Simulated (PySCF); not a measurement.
Write Cartesian coordinates for `C=[C](C)[GaH][Cl]` as optimised with PBE0-D3(BJ)/def2-SVP.

```
atom  x, y, z in Å
C1    -0.615    1.465    0.164
C2    -0.141    0.216    0.026
C3    -0.942   -1.005    0.361
Ga4    1.691    0.064   -0.617
Cl5    2.484   -1.948   -0.658
H6    -1.630    1.660    0.537
H7    -0.020    2.350   -0.087
H8    -1.063   -1.654   -0.521
H9    -1.943   -0.748    0.741
H10   -0.430   -1.621    1.118
H11    2.651    1.200   -1.087
```

Any rigid rotation of these coordinates is as good. Atoms count from 1 in this order. The C–C distances run from 1.343 Å (C1=C2, drawn double) to 1.498 Å (C2–C3, drawn single), a spread of 0.155 Å. Ga4 (gallium bonded to C, Cl and H) is planar (angles 128.4°, 116.5° and 115.0°, sum 360.0°, 0.01 Å off the plane of its three neighbours). Of the pairs four or more bonds apart, H6···H9 is among the closest relative to their van der Waals radii: 2.44 Å, 102 % of the sum of Bondi's values.

Bonds between heavy atoms (Å): C1=C2 1.343, C2–C3 1.498, C2–Ga4 1.947, Ga4–Cl5 2.163.

Method used: PySCF, PBE0-D3(BJ)/def2-SVP geometry optimisation, gas phase.

Point group: near Cs, missed by 0.22 Å at most; the miss may be what the optimiser left on a soft mode. No frequency check. One conformer, not necessarily the lowest (C1–C2–Ga4–Cl5 175°).
